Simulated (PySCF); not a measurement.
# Electronic structure of Sn³⁺ (tin, charge +3) at the UHF level

Configuration: [Kr] 4d10 5s1, 2S determinant. Computed with PySCF 2.14 in cc-pVDZ-PP with ECP28MDF (4s3p2d, 23 functions), with a scalar-relativistic core potential.

- Total energy: -211.529794 hartree
- One-electron energy: -353.1246 hartree
- Hartree (Coulomb) energy: 158.0548 hartree
- Exchange energy: -16.4600 hartree
- ⟨S²⟩: 0.7503
- ⟨L²⟩: 0.000
- Sum of ⟨r⟩: 20.04 bohr
- Sum of ⟨r²⟩: 25.69 bohr²
- Time after the integrals: 0.07 s of wall time on 1 thread of Intel(R) Xeon(R) Platinum 8259CL CPU @ 2.50GHz (shared host)

```tsv
shell	electrons	mean orbital energy (eV)	rms radius, mean of both spins (bohr)
4s α	1	-189.08	0.878
4s β	1	-188.56	0.878
4p α	3	-139.63	0.951
4p β	3	-139.38	0.951
4d α	5	-65.047	1.16
4d β	5	-64.727	1.16
5s α	1	-39.473	2.30
```

Energies and moments cover only the electrons outside the core potential.
